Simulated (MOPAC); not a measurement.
MOPAC input (PM3):

```
PM3 PRECISE GNORM=0.05 LET XYZ CHARGE=-1 GEO-OK AUX(PRECISION=9) THREADS=1
C3H9BN

C     2.05514500 1   -0.09376700 1    0.10397300 1
N     0.79336600 1   -0.73216900 1   -0.09965000 1
B    -0.40715000 1   -0.08224400 1   -0.04084800 1
C    -1.77771200 1   -0.91476700 1   -0.28996100 1
C    -0.65717100 1    1.50020800 1    0.26205000 1
H     2.61823000 1   -0.54851200 1    0.94133100 1
H     2.72069800 1   -0.20409200 1   -0.77346300 1
H     2.03090900 1    0.99777000 1    0.32176200 1
H    -2.35486200 1   -0.52118900 1   -1.14073700 1
H    -1.56196600 1   -1.96908600 1   -0.48883100 1
H    -2.45736400 1   -0.86572100 1    0.57461700 1
H    -1.19456300 1    1.98107900 1   -0.56805600 1
H    -1.29697700 1    1.63683900 1    1.14583900 1
H     0.25651600 1    2.07927900 1    0.43295600 1
```

From the output:

```
                                                       MOPAC v23.2.5 Linux

          FINAL HEAT OF FORMATION =        -48.30581 KCAL/MOL =    -202.11151 KJ/MOL

          COSMO AREA              =        126.19 SQUARE ANGSTROMS
          COSMO VOLUME            =        112.88 CUBIC ANGSTROMS

          GRADIENT NORM           =          0.04287          =       0.01146 PER ATOM
          IONIZATION POTENTIAL    =          2.922084 EV
          HOMO LUMO ENERGIES (EV) =         -2.922  8.126
          NO. OF FILLED LEVELS    =         15
          MOLECULAR WEIGHT        =         69.9208         POINT GROUP:  Cs

          MOLECULAR DIMENSIONS (Angstroms)

            Atom       Atom       Distance
            H    11    H     7     5.32599
            H    13    H    10     3.93523
            H     6    H    12     3.42300

          SCF CALCULATIONS        =         36

   ATOM   CHEMICAL          X               Y               Z
  NUMBER   SYMBOL      (ANGSTROMS)     (ANGSTROMS)     (ANGSTROMS)

     1       C          2.03585835  *  -0.05098139  *   0.11143255  *
     2       N          0.78277416  *  -0.74068695  *  -0.10205675  *
     3       B         -0.43075791  *  -0.09538447  *  -0.04491933  *
     4       C         -1.75728255  *  -0.89499354  *  -0.28475909  *
     5       C         -0.63259507  *   1.44524647  *   0.25247463  *
     6       H          2.57554002  *  -0.50239422  *   0.95840677  *
     7       H          2.67930727  *  -0.15393961  *  -0.77612713  *
     8       H          1.93968881  *   1.03375584  *   0.32359156  *
     9       H         -2.32114899  *  -0.48806746  *  -1.13631972  *
    10       H         -1.60979493  *  -1.96289932  *  -0.49041665  *
    11       H         -2.42408863  *  -0.83421163  *   0.58723067  *
    12       H         -1.13763553  *   1.96251390  *  -0.57358205  *
    13       H         -1.24054039  *   1.61627434  *   1.15034061  *
    14       H          0.32730976  *   1.96389588  *   0.41394592  *

                             CARTESIAN COORDINATES

   1    C        2.035858353    -0.050981394     0.111432547
   2    N        0.782774157    -0.740686953    -0.102056746
   3    B       -0.430757915    -0.095384469    -0.044919332
   4    C       -1.757282552    -0.894993537    -0.284759089
   5    C       -0.632595067     1.445246470     0.252474630
   6    H        2.575540015    -0.502394215     0.958406772
   7    H        2.679307271    -0.153939614    -0.776127134
   8    H        1.939688807     1.033755837     0.323591559
   9    H       -2.321148992    -0.488067456    -1.136319723
  10    H       -1.609794928    -1.962899324    -0.490416654
  11    H       -2.424088629    -0.834211634     0.587230670
  12    H       -1.137635527     1.962513904    -0.573582050
  13    H       -1.240540393     1.616274340     1.150340613
  14    H        0.327309758     1.963895881     0.413945920

           Empirical Formula: C3 H9 N B  =    14 atoms

      MOLECULAR POINT GROUP   :   Cs

                  EIGENVALUES
 -28.29642 -25.26158 -22.39007 -16.54663 -10.45003  -9.76238  -9.73864  -9.05427
  -8.76927  -7.83781  -7.42952  -6.88288  -5.80553  -3.35955  -2.92208   8.12578
   8.95549   9.32378   9.53907   9.55163   9.59118   9.63417   9.73499   9.77364
  10.30691  10.33895  11.24537  11.41867  13.44274

              NET ATOMIC CHARGES AND DIPOLE CONTRIBUTIONS

  ATOM NO.   TYPE          CHARGE      No. of ELECS.   s-Pop       p-Pop
    1          C           0.010125        3.9899     1.13417     2.85570
    2          N          -0.360720        5.3607     1.59956     3.76116
    3          B          -0.251713        3.2517     0.94381     2.30790
    4          C          -0.155754        4.1558     1.12116     3.03459
    5          C          -0.210037        4.2100     1.13446     3.07558
    6          H          -0.027336        1.0273     1.02734
    7          H          -0.027337        1.0273     1.02734
    8          H          -0.020368        1.0204     1.02037
    9          H           0.000743        0.9993     0.99926
   10          H           0.013401        0.9866     0.98660
   11          H           0.000744        0.9993     0.99926
   12          H           0.006805        0.9932     0.99320
   13          H           0.006803        0.9932     0.99320
   14          H           0.014643        0.9854     0.98536
 DIPOLE           X         Y         Z       TOTAL
 POINT-CHG.     0.219     0.528     0.119     0.583
 HYBRID        -0.294     1.442     0.272     1.497
 SUM           -0.076     1.970     0.391     2.010

          ATOMIC ORBITAL ELECTRON POPULATIONS

     Atom    s        px        py        pz
    1  C   1.13417   0.97802   0.94406   0.93363
    2  N   1.59956   1.02574   1.43308   1.30234
    3  B   0.94381   0.81038   0.76550   0.73203
    4  C   1.12116   1.07217   1.00623   0.95619
    5  C   1.13446   0.97372   1.13404   0.96782
    6  H   1.02734
    7  H   1.02734
    8  H   1.02037
    9  H   0.99926
   10  H   0.98660
   11  H   0.99926
   12  H   0.99320
   13  H   0.99320
   14  H   0.98536

 **********************
 *                    *
 * JOB ENDED NORMALLY *
 *                    *
 **********************

 == MOPAC DONE ==
```

The dipole moment of an ion depends on the origin.

The geometry given is a B3LYP-D3(BJ)/def2-TZVP minimum.
